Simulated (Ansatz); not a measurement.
The inner images of a band of C3H7Al (11 atoms, charge 0, multiplicity 1) are given out of order.

Method: RHF/def2-SVP in Ansatz 0.2.0.

First end point:

```xyz
11
Properties=species:S:1:pos:R:3
C -0.889 1.375 -0.123
C 0.297 0.874 0.224
C 1.019 -0.248 -0.467
Al -0.119 -1.670 0.309
H -1.369 2.142 0.471
H -1.403 1.063 -1.027
H 0.748 1.242 1.143
H 0.911 -0.192 -1.552
H 2.079 -0.261 -0.212
H 0.104 -2.135 1.804
H -1.314 -2.247 -0.550
```

Last end point:

```xyz
11
Properties=species:S:1:pos:R:3
C -0.891 1.372 -0.127
C 0.296 0.876 0.223
C 1.020 -0.247 -0.464
Al -0.119 -1.668 0.313
H -1.373 2.141 0.462
H -1.401 1.056 -1.032
H 0.746 1.249 1.139
H 0.916 -0.193 -1.549
H 2.078 -0.260 -0.205
H -1.304 -2.258 -0.551
H 0.098 -2.124 1.810
```

**Question.** Put them in order from the first end to the last, with their energies above the first end.
A.
```xyz
11
Properties=species:S:1:pos:R:3
C -0.751 1.640 -0.643
C 0.076 1.001 0.171
C 0.817 -0.272 -0.121
Al -0.047 -1.904 0.613
H -1.262 2.542 -0.330
H -0.948 1.292 -1.651
H 0.225 1.415 1.166
H 0.888 -0.423 -1.205
H 1.845 -0.208 0.249
H 0.820 -3.007 1.348
H -1.599 -2.133 0.425
```
B.
```xyz
11
Properties=species:S:1:pos:R:3
C -0.694 1.600 -0.864
C -0.004 1.012 0.102
C 0.791 -0.254 -0.007
Al -0.053 -1.882 0.753
H -1.262 2.503 -0.679
H -0.718 1.206 -1.874
H -0.026 1.472 1.088
H 1.003 -0.484 -1.059
H 1.772 -0.132 0.467
H 0.819 -3.198 0.871
H -1.562 -1.899 1.221
```
C.
```xyz
11
Properties=species:S:1:pos:R:3
C -0.658 1.498 -1.054
C -0.085 0.987 0.027
C 0.809 -0.215 0.078
Al -0.042 -1.822 0.873
H -1.314 2.356 -0.990
H -0.488 1.083 -2.042
H -0.300 1.460 0.983
H 1.172 -0.474 -0.923
H 1.705 0.010 0.672
H 0.477 -3.262 0.470
H -1.211 -1.678 1.928
```
D.
```xyz
11
Properties=species:S:1:pos:R:3
C -0.821 1.603 -0.389
C 0.159 0.947 0.219
C 0.874 -0.273 -0.295
Al -0.042 -1.866 0.457
H -1.297 2.457 0.073
H -1.172 1.322 -1.377
H 0.462 1.293 1.205
H 0.826 -0.309 -1.387
H 1.928 -0.245 -0.008
H 0.526 -2.606 1.736
H -1.378 -2.380 -0.214
```
E.
```xyz
11
Properties=species:S:1:pos:R:3
C -0.652 1.273 -1.177
C -0.081 0.967 -0.019
C 0.922 -0.126 0.223
Al -0.076 -1.700 0.903
H -1.393 2.059 -1.248
H -0.389 0.765 -2.099
H -0.391 1.526 0.861
H 1.442 -0.388 -0.702
H 1.676 0.207 0.942
H -0.107 -3.051 0.081
H -0.886 -1.587 2.257
```

**Answer.** D (+0.027 eV), A (+0.053 eV), B (+0.041 eV), C (+0.024 eV), E (+0.012 eV).

Run time: 2.1 min on 1 thread of Arm Neoverse V1, on a shared host, peak memory 0.17 GiB.
